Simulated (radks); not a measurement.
Valence configurations of Bi2+. Method: scalar-relativistic Kohn-Sham, BLYP, spin-polarised, spherical densities, finite nucleus; open shells are filled with parallel spins first (spin-orbit coupling, left out, can overturn this in heavy ions); Fermi nuclear charge, rms radius 5.5211 fm; computed with a radial shooting solver on a logarithmic mesh with Libxc functionals. Energies are relative to [Hg] 6p1; eigenvalues in eV for spin up.

| valence | E (eV) | moment (Bohr magnetons) | e(4f) | e(5d) | e(6p) | e(6s) |
|---|---|---|---|---|---|---|
| [Hg] 6p1 | 0.000 | 1 | -169.98 | -44.340 | -19.520 | -30.914 |
| [Xe] 4f14 5d10 6s1 6p2 | 10.352 | 3 | -171.67 | -46.038 | -20.722 | -32.440 |
| [Xe] 4f14 5d10 6p3 | 22.161 | 3 | -173.41 | -47.552 | -21.504 | - |
| [Xe] 4f14 5d9 6s2 6p2 | 25.922 | 3 | -176.63 | -49.590 | -21.383 | -33.659 |
| [Xe] 4f14 5d8 6s2 6p3 | 54.335 | 5 | -183.28 | -54.742 | -23.107 | -36.234 |
| [Xe] 4f13.5 5d9.5 6s2 6p2 | 91.245 | 3 | -183.94 | -50.451 | -21.463 | -33.797 |
| [Xe] 4f13 5d10 6s2 6p2 | 159.35 | 3 | -191.33 | -51.309 | -21.540 | -33.930 |
| [Xe] 4f13 5d10 6s1 6p3 | 170.12 | 5 | -192.91 | -52.888 | -22.626 | -35.320 |
| [Xe] 4f13 5d9 6s2 6p3 | 190.00 | 5 | -198.13 | -56.600 | -23.293 | -36.552 |
| [Xe] 4f12.5 5d9.5 6s2 6p3 | 262.03 | 5 | -205.67 | -57.523 | -23.382 | -36.703 |

NIST lists [Hg] 6p1 as the ground configuration; this level of theory agrees among the configurations tried. The energies are those of spherical high-spin densities, not of single terms.
